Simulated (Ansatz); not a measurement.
Si(OSiH3)(H)(F)(Me) (CH7FOSi2), SMILES C[SiH](O[SiH3])F.

The structure is a stationary point at PBE0-D3(BJ)/def2-SVP. One conformer was computed; it need not be the lowest.

Two levels are set side by side: PBE/def2-TZVPD (Ansatz, an electronic-structure program) and PBE0/def2-TZVPD (Ansatz). Energy differences of separate SCF runs at the same geometry; the states with an electron removed or added have multiplicity 2 and 2. Differences are taken from unrounded values.

```
quantity                            PBE0    PBE  PBE minus PBE0
---------------------------------  -----  -----  --------------
vertical ionisation energy (eV)    10.60  10.07           -0.53
vertical singlet–triplet gap (eV)   6.95   6.33           -0.63
```
